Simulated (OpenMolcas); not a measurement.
# Er3+: moving or changing the point charges

Er3+ among 6 point charges of -2 e arranged as an octahedron (Oh), 2.71 Å from the ion.

| Quantity | Value |
| --- | --- |
| Program | OpenMolcas |
| Method | CASSCF |
| Basis | ANO-RCC-VDZP [7s6p4d2f1g] |
| Scalar Hamiltonian | DKH2, point nucleus |
| Active space | 11 electrons in 7 orbitals (4f) |
| State averaging | 2S+1 = 4 odd, 35 roots (30 in the spin-orbit step); 2S+1 = 2 odd, 73 roots kept (CI in the orbitals of an earlier block) |
| Spin-orbit coupling | RASSI with atomic mean-field integrals over the reference wave functions |

Runs around this geometry, states (labels of O, the rotations of Oh). Energies in cm-1 above the lowest state or level, χT in cm3 K/mol.

```tsv
R (Å)	Ground state	First state of that spin	First gap with spin-orbit (degeneracies)	Width of lowest J	χT at 300 K
2.71	4A1	4T1 20.4	31.3 (4, 4)	143	11.415
2.98	4A1	4T1 12.8	19.7 (4, 4)	90	11.428
3.1	4A1	4T1 10.5	16.2 (4, 4)	74	11.431
```

Taking the width of the lowest J multiplet as R^-n, n = -ln(74 / 143) / ln(3.1 / 2.71) = 4.9 between the shortest and longest distance.

High states are left out of the spin-orbit mixing, which shifts the levels that they would mix with. This is an electrostatic model: the charges have no orbitals. No measured value stands beside these numbers.
